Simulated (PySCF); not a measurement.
Phosphorus: a sound run and one with changed settings

Sound run: P⁺ [Ne] 3s2 3p2, P²⁺ [Ne] 3s2 3p1. Calculation: PySCF 2.14, in aug-cc-pVDZ-DK (5s4p2d, 27 functions); scalar relativity by spin-free X2C-1e. The sound run starts from symmetry-adapted Hartree-Fock orbitals and uses a fine grid where one is needed.

A second run was set up differently.

```csv
species,method,sound run (hartree),changed run (hartree),converged
P⁺,UHF,-341.15940,-341.15940,yes
P⁺,r2SCAN,-341.66448,-341.66542,yes
P⁺,LDA,-340.40503,-340.40515,yes
P²⁺,UHF,-340.45529,-340.45529,yes
P²⁺,r2SCAN,-340.93187,-340.93313,yes
P²⁺,LDA,-339.67669,-339.67684,yes
```

Ionisation energy of P⁺:

```tsv
method	sound run (eV)	changed run (eV)
UHF	19.160	19.160
r2SCAN	19.935	19.926
LDA	19.819	19.818
```

Question: What was changed?
A. too few SCF iterations
B. angular grid far too coarse
C. basis contracted for another Hamiltonian
D. minimal basis

Answer: B. It used 26 angular points. A coarse angular grid integrates products of high-l functions wrongly, so density functionals can shift, and the SCF can exploit the error; Hartree-Fock and MP2 need no grid.
